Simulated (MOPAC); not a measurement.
Input file for MOPAC: PM7 on C2H4Si (SMILES C#C[SiH3]), a point of a bond scan (R = 1.183 Å).

```
PM7 1SCF PRECISE CHARGE=0 THREADS=1
C2H4Si

Si    -0.94557569 1    -0.07811079 1    -0.46973009 1
C      0.68460242 1     0.05655268 1     0.34008738 1
C      1.76130898 1     0.14549575 1     0.87495887 1
H     -1.03212490 1     0.74448292 1    -1.31529193 1
H     -1.08493276 1    -1.42239361 1    -1.06941143 1
H     -2.01018489 1     0.12953739 1     0.53507032 1
H      2.71147110 1     0.22398541 1     1.34696734 1
```

Output:

```
*******************************************************************************
 **                                                                           **
 **                              MOPAC v23.2.5                                **
 **                                                                           **
 *******************************************************************************
 ** MOPAC's Digital Object Identifier: https://doi.org/10.5281/zenodo.6511958 **
 **                                                                           **
 ** Please cite the open-source release paper for use of this MOPAC version:  **
 ** J. E. Moussa and J. J. P. Stewart (2026)                                  **
 ** MOPAC: An open-source semiempirical molecular orbital program             **
 ** J. Open Source Softw., 11(119), 8025, https://doi.org/10.21105/joss.08025 **
 *******************************************************************************

                              PM7 CALCULATION RESULTS

 *******************************************************************************
 *  PM7        - The PM7 Hamiltonian to be used
 *
 *
 *
 *                 CHARGE ON SYSTEM = 0
 *
 *
 *
 *  PRECISE    - TIGHTER CRITERIA TO BE USED
 *  1SCF       - DO 1 SCF AND THEN STOP
 *  THREADS=1  - MULTI-THREADING NOT USED
 *  T=         - A TIME OF 172800.0 SECONDS REQUESTED
 *  DUMP=N     - RESTART FILE WRITTEN EVERY 7200.0 SECONDS REQUESTED
 *******************************************************************************
PM7 1SCF PRECISE CHARGE=0 THREADS=1
 C2H4Si

   ATOM   CHEMICAL          X               Y               Z
  NUMBER   SYMBOL      (ANGSTROMS)     (ANGSTROMS)     (ANGSTROMS)

     1      Si         -0.94557569  *  -0.07811079  *  -0.46973009  *
     2       C          0.68460242  *   0.05655268  *   0.34008738  *
     3       C          1.76130898  *   0.14549575  *   0.87495887  *
     4       H         -1.03212490  *   0.74448292  *  -1.31529193  *
     5       H         -1.08493276  *  -1.42239361  *  -1.06941143  *
     6       H         -2.01018489  *   0.12953739  *   0.53507032  *
     7       H          2.71147110  *   0.22398541  *   1.34696734  *



          CARTESIAN COORDINATES

    NO.       ATOM           X           Y           Z

     1        Si         -0.9456     -0.0781     -0.4697
     2         C          0.6846      0.0566      0.3401
     3         C          1.7613      0.1455      0.8750
     4         H         -1.0321      0.7445     -1.3153
     5         H         -1.0849     -1.4224     -1.0694
     6         H         -2.0102      0.1295      0.5351
     7         H          2.7115      0.2240      1.3470

 General Reference for PM7:
 "Optimization of Parameters for Semiempirical Methods VI: More Modifications to the
 NDDO Approximations and Re-optimization of Parameters", J. J. P. Stewart, J. Mol. Mod., 1:32, 19 (2013)
 https://link.springer.com/article/10.1007/s00894-012-1667-x

           Empirical Formula: C2 H4 Si  =     7 atoms



      MOLECULAR POINT GROUP   :   Cs


      RHF CALCULATION, NO. OF DOUBLY OCCUPIED LEVELS = 8


 -------------------------------------------------------------------------------
 PM7 1SCF PRECISE CHARGE=0 THREADS=1
 C2H4Si



     1SCF WAS SPECIFIED, SO BFGS WAS NOT USED
     SCF FIELD WAS ACHIEVED


                              PM7 CALCULATION
                                                       MOPAC v23.2.5 Linux




          FINAL HEAT OF FORMATION =         71.22965 KCAL/MOL =     298.02485 KJ/MOL


          COSMO AREA              =        108.38 SQUARE ANGSTROMS
          COSMO VOLUME            =         94.45 CUBIC ANGSTROMS

          IONIZATION POTENTIAL    =         11.271234 EV
          HOMO LUMO ENERGIES (EV) =        -11.271  1.393
          NO. OF FILLED LEVELS    =          8
          MOLECULAR WEIGHT        =         56.1391         POINT GROUP:  Cs

          MOLECULAR DIMENSIONS (Angstroms)

            Atom       Atom       Distance
            H     7    H     5     4.79188
            H     6    H     5     2.33832
            H     4    H     6     1.77826


          SCF CALCULATIONS        =          1





   ATOM   CHEMICAL          X               Y               Z
  NUMBER   SYMBOL      (ANGSTROMS)     (ANGSTROMS)     (ANGSTROMS)

     1      Si         -0.94557569  *  -0.07811079  *  -0.46973009  *
     2       C          0.68460242  *   0.05655268  *   0.34008738  *
     3       C          1.76130898  *   0.14549575  *   0.87495887  *
     4       H         -1.03212490  *   0.74448292  *  -1.31529193  *
     5       H         -1.08493276  *  -1.42239361  *  -1.06941143  *
     6       H         -2.01018489  *   0.12953739  *   0.53507032  *
     7       H          2.71147110  *   0.22398541  *   1.34696734  *

                             CARTESIAN COORDINATES

   1   Si       -0.945575690    -0.078110790    -0.469730090
   2    C        0.684602420     0.056552680     0.340087380
   3    C        1.761308980     0.145495750     0.874958870
   4    H       -1.032124900     0.744482920    -1.315291930
   5    H       -1.084932760    -1.422393610    -1.069411430
   6    H       -2.010184890     0.129537390     0.535070320
   7    H        2.711471100     0.223985410     1.346967340


           Empirical Formula: C2 H4 Si  =     7 atoms



      MOLECULAR POINT GROUP   :   Cs


                  EIGENVALUES
 -26.35580 -20.33086 -17.49781 -13.65289 -13.30863 -13.02891 -11.31724 -11.27123
   1.39335   1.48016   1.62044   2.63087   3.17877   5.72491   7.14619   8.29321
  20.82350  20.83131  21.57698  21.64417  22.04872


              NET ATOMIC CHARGES AND DIPOLE CONTRIBUTIONS

  ATOM NO.   TYPE          CHARGE      No. of ELECS.   s-Pop       p-Pop       d-Pop
    1         Si           0.110437        3.8896     0.89903     2.86554     0.12499
    2          C          -0.241925        4.2419     1.17920     3.06272
    3          C          -0.164608        4.1646     1.15394     3.01067
    4          H           0.017979        0.9820     0.98202
    5          H           0.046033        0.9540     0.95397
    6          H           0.046033        0.9540     0.95397
    7          H           0.186051        0.8139     0.81395
 DIPOLE           X         Y         Z       TOTAL
 POINT-CHG.    -1.040    -0.244    -0.364     1.129
 HYBRID         0.847     0.190     0.305     0.920
 SUM           -0.193    -0.054    -0.059     0.209


          ATOMIC ORBITAL ELECTRON POPULATIONS

     Atom    s        px        py        pz      x^2-y^2     xz        z^2       yz        xy
    1 Si   0.89903   0.82592   1.04781   0.99180   0.03796   0.03794   0.01000   0.02812   0.01097
    2  C   1.17920   1.04866   1.00140   1.01266
    3  C   1.15394   1.03044   0.98493   0.99530
    4  H   0.98202
    5  H   0.95397
    6  H   0.95397
    7  H   0.81395

 **********************
 *                    *
 * JOB ENDED NORMALLY *
 *                    *
 **********************




 == MOPAC DONE ==
```

The run finished.

Cost: roughly 0.03 core-seconds.
